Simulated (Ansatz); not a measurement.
Born–Oppenheimer molecular dynamics of CH5As (7 atoms, charge 0, multiplicity 1). It starts at the highest image of a converged band. Of that band: Neighbouring images differ by up to 1.7 eV, so the band resolves the path poorly. A vibrational analysis at the climbing image gives one clearly imaginary mode, 1019i cm⁻¹: a first-order saddle point.

The calculation used RKS r2SCAN-D4/def2-TZVP (Ansatz).

```json
{"ensemble": "NVE (velocity Verlet)", "time step": "0.5 fs", "steps asked": "200", "starting velocities drawn for": "100 K", "seed": "9192"}
```

First frame:

```xyz
7
Properties=species:S:1:pos:R:3
C -0.551 -0.787 -0.317
As 0.493 0.550 0.407
H -0.285 -1.762 0.068
H 1.346 -0.545 -0.351
H -1.545 -0.669 -0.737
H -0.071 1.530 1.524
H 0.675 1.614 -0.641
```

Task: How far do the bonds stretch over the last three quarters of this one trajectory? (Pairs bonded in most of those frames.)

Result: 
| bond | mean (Å) | spread (Å) | shortest | longest |
| --- | --- | --- | --- | --- |
| C1–As2 | 2.121 | 0.198 | 1.78 | 2.38 |
| C1–H3 | 1.098 | 0.019 | 1.05 | 1.14 |
| C1–H4 | 1.190 | 0.168 | 0.90 | 1.47 |
| C1–H5 | 1.131 | 0.092 | 0.96 | 1.28 |
| As2–H6 | 1.589 | 0.097 | 1.40 | 1.82 |
| As2–H7 | 1.532 | 0.028 | 1.49 | 1.58 |

Mean temperature of the second half: 3042 K. The conserved energy stayed within 3.4 meV per atom of its start (net change -0.17 meV per atom), so there is no drift, though single steps change it by up to 23 meV in the whole system, a sign of fast motions only just resolved. The kinetic energy rose, since the run started high on the potential surface and went downhill. A run of 0.1 ps of so small a system gives no equilibrium averages. The orbitals stay closed-shell, which can raise the energy where a bond breaks towards radicals; this wasn't checked here.

Run time: 2.3 min on 2 threads of AMD EPYC 9R45 (Zen 5), with other jobs on the host, peak memory 0.2 GiB.
